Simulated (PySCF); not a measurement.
Gas-phase reaction: HfCl₂(OH)₂ ⇌ HfO₂ + 2 HCl

Method: PySCF energies plus ideal-gas RRHO corrections (1 bar). † marks an energy on the PBE0/def2-TZVP geometry and frequencies; other levels use their own. MP2 freezes the core. All species are closed-shell singlets. B3LYP is the form with VWN-RPA correlation. Hf: scalar-relativistic def2 core potential, no spin-orbit coupling. HfCl₂(OH)₂: computed as isolated molecules; such fragments, hydroxides, amides, oligomers or adducts are transient or little studied in the gas. MP2 isn't extrapolated to the basis-set limit; its ΔH°(298 K) is 735.0 kJ in def2-SVP and 736.0 kJ in def2-TZVPP. The harmonic model lacks anharmonicity and excited electronic states, which grow with temperature; levels with a mode under 35 cm⁻¹ are left out. Soft modes under 120 cm⁻¹ make the harmonic entropy rough for HfCl₂(OH)₂.

```csv
level,"ΔE electronic, kJ","ΔH°(298 K), kJ","ΔS°(298 K), J/K","ΔG°(1600 K), kJ"
B3LYP/def2-TZVP†,757,736,251,367
HF/def2-TZVP†,895,875,251,505
M06-2X/def2-TZVP†,822,802,251,433
MP2/def2-TZVPP†,756,736,251,367
PBE/def2-SVP,747,727,254,352
PBE/def2-TZVP†,718,698,251,328
ωB97X-V/def2-TZVP†,809,789,251,419
```
ΔH° is lowest at PBE/def2-TZVP† and highest at HF/def2-TZVP†. No reference value is set beside these.
